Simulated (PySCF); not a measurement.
# The second ionisation energy along group 8

Calculated with PySCF 2.14 from differences of total energies of unrestricted determinants, without spin-orbit coupling. Values in eV. The last column holds reference values (NIST; (s) semi-empirical, (t) theoretical, else measured). Unmarked ones compare directly (S terms, centres of terms, or small fine structure); those marked * lie between the lowest fine-structure levels and include a spin-orbit shift.

| element | configurations | UHF | MP2 (valence) | CCSD(T) (valence) | LDA | PBE | B97-3 | reference |
| --- | --- | --- | --- | --- | --- | --- | --- | --- |
| Fe (ANO-RCC-VTZP, spin-free X2C) | [Ar] 3d6 4s1 → [Ar] 3d6 | 15.339 | 15.828 | 15.882 | 17.065 | 16.805 | 16.214 | 16.199 * |
| Ru (ANO-RCC-VTZP, spin-free X2C) | [Kr] 4d7 → [Kr] 4d6 | 14.918 | 16.342 | 16.338 | 17.345 | 17.044 | 16.939 | 16.76 ± 0.06 (s) * |
| Os (ANO-RCC-VTZP, spin-free X2C) | [Xe] 4f14 5d6 6s1 → [Xe] 4f14 5d6 | 16.048 | 16.819 | 16.778 | 17.981 | 17.669 | 17.055 | 17 ± 1 (s) * |

"Valence" correlates the outer s and p shells and, in groups 3 to 12 and the f block, the outer d or f shell, open or full, or the next shell where the ion has no valence electron left; the wider scheme adds the next inner shell.
